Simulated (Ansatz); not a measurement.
Reaction (ligand exchange at a Ti–O bond): `CC1=CC(C(F)(F)F)=[O+][Ti-]([OH])([OH])([F])[O]1` + H–F → `CC1=CC(C(F)(F)F)=[O+][Ti-]([OH])([F])([F])[O]1` + H₂O

Calculated with Ansatz (gas phase, PBE0-D4/def2-TZVP geometries, no zero-point term in ΔE). CBS: MP2 limit from def2 TZ/QZ plus the TZ coupled-cluster correction, frozen cores. This one scheme is used for every species. DFT in def2-TZVPP. For Ti outer-core shells are correlated without core-valence functions, which leaves a few kJ/mol of doubt a bond. Scalar relativity is left out up to krypton. Each species was taken in one conformer, which may not be the lowest.

`CC1=CC(C(F)(F)F)=[O+][Ti-]([OH])([OH])([F])[O]1`:

Cartesian coordinates in Å:
```
C 1.649 0.274 2.407
C 0.849 0.150 1.153
C -0.492 0.583 1.116
C -1.214 0.467 -0.044
C -2.675 0.926 -0.082
F -3.086 1.412 1.089
F -3.468 -0.096 -0.404
F -2.833 1.878 -1.000
O -0.817 0.006 -1.155
Ti 0.936 -0.741 -1.818
O 1.505 -2.418 -1.517
O 0.055 -0.978 -3.351
F 2.238 0.360 -2.274
O 1.421 -0.351 0.156
H 1.082 0.725 3.218
H 1.995 -0.717 2.709
H 2.538 0.875 2.200
H -0.951 1.003 1.997
H 2.107 -2.604 -0.791
H -0.839 -0.754 -3.610
```

H–F:

Z-matrix (Å, degrees):
```
F
H 1 0.920
```

`CC1=CC(C(F)(F)F)=[O+][Ti-]([OH])([F])([F])[O]1`:

Cartesian coordinates in Å:
```
C -1.393 1.393 -1.930
C -0.582 0.718 -0.875
C -0.497 -0.692 -0.833
C 0.252 -1.304 0.135
C 0.334 -2.832 0.195
F -0.382 -3.409 -0.771
F -0.126 -3.268 1.365
F 1.597 -3.229 0.066
O 0.934 -0.738 1.048
Ti 1.290 1.124 1.562
O 0.129 2.078 2.527
F 2.295 0.504 2.865
F 2.464 2.080 0.671
O 0.007 1.449 -0.045
H -1.872 0.684 -2.602
H -2.152 2.018 -1.453
H -0.742 2.059 -2.501
H -1.025 -1.288 -1.560
H -0.532 2.655 2.135
```

H₂O:

Z-matrix (Å, degrees):
```
O
H 1 0.960
H 1 0.960 2 105.1
```

| level | ΔE (eV) |
| --- | --- |
| BLYP-D4 | -0.50 |
| RPA@PBE/def2-TZVPP | -0.45 |
| SCS-MP2/def2-TZVPP | -0.46 |
| HF/CBS(def2) | -0.63 |

(1) What does CCSD(T)/CBS give? (Best estimate.)

Largest T1 diagnostic among the species: 0.021, so the coupled-cluster value is less sure than usual.

Results:

(1) The calculation gave: -0.44 eV. The listed levels differ from it by -0.06, -0.01, -0.02, -0.19 eV.

At CCSD(T), def2-SVP lies −0.04 eV from the extrapolated value and def2-TZVPP −0.02 eV. The D4 term adds +0.04 eV with B3LYP and +0.02 eV with PBE0; it sums over pairs of atoms, weighted by their polarisabilities, and B3LYP, whose exchange is more repulsive, gets the larger term. Leaving LDA and LC-ωPBE aside and taking each functional with its dispersion term where it has one, the values, not all of them listed here, spread over 0.07 eV, from B97M-V to PBE-QIDH. LDA lies +0.06 eV from PBE without D4.

B3LYP here is the variant with VWN-RPA as its local correlation; programs differ in this.
